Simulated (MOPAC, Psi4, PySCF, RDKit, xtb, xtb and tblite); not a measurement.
Two geometries of SMILES BCC#C (C₃H₅B), relaxed at GFN2-xTB with one dihedral held; other torsions can differ between them too.

Structure A

```
9

B     -1.2577     0.6911     0.0569
C     -0.3776    -0.6144     0.1236
C     -0.4246    -1.0294    -1.2692
C     -0.4744    -1.3469    -2.4234
H     -2.4230     0.5993     0.0488
H     -0.7517     1.7368    -0.0733
H      0.6653    -0.4658     0.4080
H     -0.7926    -1.4213     0.7310
H     -0.4981    -1.6575    -3.4250
```

Structure B

```
9

B     -1.2465     0.7702     0.1006
C     -0.4654    -0.5923    -0.0214
C     -1.0590    -1.5388    -0.9451
C     -1.5443    -2.3059    -1.7249
H     -2.4151     0.7689     0.1143
H     -0.6594     1.7696     0.2549
H      0.5898    -0.4708    -0.2823
H     -0.4885    -1.0466     0.9785
H     -1.9651    -2.9833    -2.4058
```

### Question
Which is lower in energy at the level DF-MP2 (frozen core)/cc-pVTZ // GFN2-xTB (Psi4), and by how much?

### Answer
A is lower, by 0.83 kcal/mol (dihedral H5–B1–C2–C3: 80° in A, 40° in B).

E(B) − E(A) in kcal/mol at the other levels, on the same two geometries: GFN2-xTB (xtb and tblite) -0.31; PBE0/def2-TZVP // GFN2-xTB (Psi4) 0.58; PBE0-D3(BJ)/def2-TZVP // GFN2-xTB (Psi4) 0.65; PBE/def2-TZVP // GFN2-xTB (Psi4) 0.99; PBE-D3(BJ)/def2-TZVP // GFN2-xTB (Psi4) 1.08; HF/cc-pVTZ // GFN2-xTB (Psi4) -0.52; UFF // GFN2-xTB (RDKit) -3.02; PM6, restricted, heats of formation // GFN2-xTB (MOPAC) -0.31; PM3, restricted, heats of formation // GFN2-xTB (MOPAC) 0.31; GFN1-xTB // GFN2-xTB (xtb) -0.02; restricted B3LYP/6-31G*, spherical d // GFN2-xTB (PySCF) 0.92; restricted B3LYP/LANL2DZ // GFN2-xTB (PySCF) 0.17; restricted MP2 (frozen core)/3-21G // GFN2-xTB (PySCF) 0.51; restricted B3LYP/6-311+G**, spherical d, density fitting // GFN2-xTB (PySCF) 0.30.
